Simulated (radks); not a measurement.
Values are calculated unless marked as measured or tabulated.
Task: Hg29+, configuration [Kr] 4d10 4f5. Level of theory: Dirac Kohn-Sham, BLYP, spin-unpolarised, spherical densities, finite nucleus; open shells fill j = l - 1/2 first; Fermi nuclear charge, rms radius 5.4648 fm (a radial shooting solver on a logarithmic mesh with Libxc functionals). Some entries of the table are withheld. Estimate them.

orbital,occ.,eigenvalue (eV),<r> (bohr)
1s1/2,2,-83997.67,0.01659
2s1/2,2,(1),0.06926
2p1/2,2,(2),0.05693
2p3/2,4,(3),0.06560
3s1/2,2,-4478.738,(4)
3p1/2,2,-4212.399,0.1700
3p3/2,4,-3778.465,0.1856
3d3/2,4,-3336.835,0.1615
3d5/2,6,-3243.881,0.1663
4s1/2,2,-1687.564,0.3839
4p1/2,2,-1572.099,0.3829
4p3/2,4,-1454.262,0.4109
4d3/2,4,(5),0.4066
4d5/2,6,(6),0.4148
4f5/2,5,-1003.951,0.3954
4f7/2,0,-997.8188,0.3989
5s1/2,0,-856.5219,0.7183
5p1/2,0,-806.5622,(7)
5p3/2,0,-766.2371,(8)

Result: 
(1) 2s1/2 eigenvalue (eV): -15694.26
(2) 2p1/2 eigenvalue (eV): -15102.86
(3) 2p3/2 eigenvalue (eV): -13155.05
(4) 3s1/2 <r> (bohr): 0.1797
(5) 4d3/2 eigenvalue (eV): -1265.328
(6) 4d5/2 eigenvalue (eV): -1241.734
(7) 5p1/2 <r> (bohr): 0.7329
(8) 5p3/2 <r> (bohr): 0.7733
